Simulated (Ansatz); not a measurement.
Basis sets compared for the cluster AgPd₂⁻ (the lowest singlet isomer of a short search). Charge -1, multiplicity 1. Geometry r2SCAN-D4/def2-TZVPD. Ansatz on 4 threads of Arm Neoverse V1 on a shared host; times are rough, and most runs start from earlier orbitals.

```xyz
3

Pd   -0.042   -1.250    0.825
Pd   -0.290    1.324    0.639
Ag    0.332   -0.074   -1.464
```

In the def2 sets Ag, Pd take a core potential; there is no spin–orbit coupling. At PBE-D4/def2-SVPD, PBE-D4/def2-TZVPD, PBE0-D4/def2-SVPD, PBE0-D4/def2-TZVPD the highest occupied level of the charge -1 singlet lies above zero (up to 1.10 eV). By energy differences its removal costs 1.30 eV (vertical, to the charge 0 doublet, at PBE0-D4/def2-TZVPD), and other spins of that charge weren't run. This restricted singlet of an open-shell metal (gap down to 0.42 eV) wasn't tested against broken symmetry. The structure comes from a short search, and lower isomers may exist.

```tsv
level	functions	energy (Eh)	HOMO (eV)	LUMO (eV)	wall time
PBE-D4/def2-SVPD	102	-402.8448	1.10	1.52	0.95 s
PBE0-D4/def2-SVPD	102	-402.7432	0.24	2.27	1.2 s
```

(1) Estimate the rows for PBE-D4/def2-TZVPD, PBE0-D4/def2-TZVPD.

Results:

(1) 
| level | functions | energy (Eh) | HOMO (eV) | LUMO (eV) | wall time |
| --- | --- | --- | --- | --- | --- |
| PBE-D4/def2-TZVPD | 120 | -402.9503 | 1.10 | 1.52 | 1.2 s |
| PBE0-D4/def2-TZVPD | 120 | -402.8441 | 0.24 | 2.28 | 2.2 s |
